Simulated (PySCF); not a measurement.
System: sum formula BN2H3F, charge -1, multiplicity 1. It need not be the lowest isomer of its formula. Whether it binds its extra electron was not tested at this geometry. SMILES: NB([NH-])F
Coordinates optimised at B3LYP-D3(BJ)/def2-TZVP (Ansatz):
```xyz
7

B      0.1146    -0.0812    -0.0089
F      0.2503     1.3128     0.2595
N      1.1100    -1.0113     0.0294
N     -1.2997    -0.3678    -0.3655
H      2.0170    -0.5945     0.2286
H     -1.9890     0.1883     0.1215
H     -1.5256    -1.3489    -0.2879
```
Charge -1, spin multiplicity 1.

Dispersion corrections to the total energy (kcal/mol) from the dftd3 and dftd4 libraries through PySCF: D3(BJ) without and D4 with the three-body term, each with the damping fitted for the functional named.

| functional | D3(BJ) | D4 |
|---|---|---|
| HSE06 | ___ | -1.89 |
| PBE0 | -1.78 | -2.07 |
| LC-wPBE | -1.88 | -2.77 |
| CAM-B3LYP | -1.52 | -2.04 |
| r2SCAN | -0.56 | ___ |
| B2PLYP | -1.62 | -1.74 |
| revPBE | ___ | -9.23 |

**Question.** Complete the blanks.

**Answer.** 
- HSE06, D3(BJ): -1.26
- r2SCAN, D4: -0.60
- revPBE, D3(BJ): -5.72
